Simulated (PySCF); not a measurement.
Start geometry of `[BH3-][NH2+]C[O][GeH3]` from GFN2-xTB (Å):
```
atom  x, y, z in Å
B1    -2.1930    0.4780    0.5824
N2    -0.8774    0.1715   -0.3352
C3    -0.0170   -0.8246    0.2492
O4     1.1852   -1.0453   -0.5082
Ge5    2.5470    0.0163   -0.6477
H6    -1.8074    0.8933    1.6259
H7    -2.8047   -0.5215    0.6603
H8    -2.7816    1.3494   -0.0341
H9    -0.3770    1.0633   -0.4193
H10   -1.1902   -0.1304   -1.2401
H11   -0.5530   -1.7719    0.3246
H12    0.2504   -0.4928    1.2820
H13    2.1466    1.2540   -1.4484
H14    2.9748    0.4249    0.7471
H15    3.4818   -0.8814   -1.3628
```

Problem. What comes out of this run: PBE0-D3(BJ)/def2-SVP geometry optimisation, gas phase in PySCF?

Solution. 
```
atom  x, y, z in Å
B1    -2.1987    0.6002    0.6760
N2    -0.9901    0.2032   -0.3394
C3     0.0153   -0.6969    0.2408
O4     0.9950   -1.0329   -0.6749
Ge5    2.5876   -0.1980   -0.7235
H6    -1.6615    1.1627    1.6248
H7    -2.7360   -0.4566    0.9874
H8    -2.9337    1.3417    0.0368
H9    -0.5397    1.0635   -0.6585
H10   -1.3773   -0.2373   -1.1767
H11   -0.5255   -1.6015    0.5583
H12    0.3972   -0.1950    1.1478
H13    2.3707    1.2441   -1.2260
H14    3.1560   -0.1927    0.7060
H15    3.4165   -1.0278   -1.7044
```

The energy falls by 6.4 kcal/mol over 9 energy and gradient evaluations, the largest force component goes from 0.0577 to 2.5e-04 Eh/bohr, and the atoms move by 0.262 Å rms after alignment. The bond that changes most is O4–Ge5 (ends: oxygen bonded to C and Ge; germanium bonded to O and 3 H), which lengthens by 0.066 Å. Bonds longer at the end by more than 0.005 Å: 10 of 14; shorter: 3. Among the angles that change most is C3–O4–Ge5, from 127.3° to 122.2°. Among the dihedrals that turn most is N2–C3–O4–Ge5, from 72° to 98°. Rotational constants go from 10092, 1161, 1104 to 11005, 1090, 1059 MHz. The orientation of the end geometry is arbitrary; only internal coordinates are fixed.

The run used 138 basis functions and 60 SCF cycles in all. The run took 1.8 min on Arm Neoverse N1, one thread (shared host), and the process peaked at 0.53 GiB of memory.

Stationary, but not proved a minimum. The numbers are those of one conformer.
